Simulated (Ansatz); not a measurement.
Consider the redistribution: `[Cl][In]([Cl])[GeH3]` + `N[SiH2][SiH2][SiH3]` → `[SiH3][SiH2][SiH2][GeH3]` + `[NH2][In]([Cl])[Cl]`.

Isolated molecules relaxed with PBE0-D4/def2-TZVP in Ansatz; ΔE leaves out vibrations. CCSD(T)/CBS is the MP2 limit (def2-TZVPP, def2-QZVPP) plus CCSD(T) − MP2 in def2-TZVPP, frozen cores. DFT in def2-TZVPP. B3LYP here is the variant with VWN-RPA as its local correlation; programs differ in this. def2 core potentials past Kr. For Ge, In outer-core shells are correlated without core-valence functions, which leaves a few kJ/mol of doubt a bond. Scalar relativity is left out up to krypton. Each species was taken in one conformer, which may not be the lowest.

```tsv
level	ΔE (kcal/mol)
PBE0-D4	17.3
ωB97M-V	18.6
B2PLYP	18.8
B3LYP	20.2
MP2/def2-TZVPP	17.2
SCS-MP2/def2-TZVPP	17.6
CCSD(T)/def2-TZVPP	16.2
HF/CBS(def2)	21.8
```

What does CCSD(T)/CBS give? (An estimate is asked.)

The calculation gave: +16.6 kcal/mol. The listed levels differ from it by 0.7, 2.0, 2.2, 3.6, 0.6, 1.0, -0.4, 5.2 kcal/mol.

Largest T1 diagnostic among the species: 0.013.

In def2-TZVPP, CCSD(T) changes the Hartree–Fock value by −5.4 kcal/mol (the triples alone add −1.1 kcal/mol) and MP2 by −4.3 kcal/mol. From PBE to PBE0 (25 % exact exchange), in def2-TZVPP and without D4, ΔE moves by +0.9 kcal/mol. The D4 term adds −1.3 kcal/mol with B3LYP and −0.7 kcal/mol with PBE0; it sums over pairs of atoms, weighted by their polarisabilities, and B3LYP, whose exchange is more repulsive, gets the larger term.
